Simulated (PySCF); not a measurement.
# Rotational lines of RbF

Lines J+1 ← J of the vibrational ground state, computed from PBE0 constants of RbF, ¹Σ⁺ (singlet), closed shell (basis Rb x2c-TZVPall, F x2c-TZVPall; spin-free X2C with a Gaussian nucleus; PySCF 2.14; masses 84.9118 and 18.9984 u), in MHz:

```csv
J,ν (MHz)
0,12805.6
1,25611.0
2,38416.0
3,51220.5
4,64024.2
```

(1) Find B0 and the effective bond length r0; with αe = 0.00153 cm⁻¹, find Re.

## Answers

(1) ν = 2B0(J+1) − 4D(J+1)³ gives B0 = 0.21358 cm⁻¹. With the reduced mass μred = 15.525 u, r0 = √(16.8576/(μred·B0)) (u, cm⁻¹, Å) = 2.2548 Å. Be = B0 + αe/2 = 0.21434 cm⁻¹ gives Re = 2.251 Å.
